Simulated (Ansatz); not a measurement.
`O[AsH]O` at its PBE0-D4/def2-TZVP geometry, where that method's forces vanish. Charge 0, multiplicity 1.

```xyz
6

O     0.7747    0.3946   -1.1401
As    0.0749    0.5617    0.4973
O    -0.9414   -0.9071    0.5890
H     1.6909    0.1138   -1.0693
H    -1.0864    1.3950   -0.0279
H    -0.5127   -1.5581    1.1509
```

(1) What forces (eV/Å) does B3LYP-D4/def2-TZVPP give on these atoms in Ansatz 0.2.0? (Estimate.)

## Answers

(1) Computed: 
```
O1   0.151 -0.034 -0.318
As2  0.068  0.363  0.340
O3  -0.193 -0.296  0.028
H4   0.037 -0.012 -0.046
H5  -0.042  0.034 -0.016
H6  -0.020 -0.055  0.012
```

B3LYP here is the variant with VWN-RPA as its local correlation; programs differ in this.
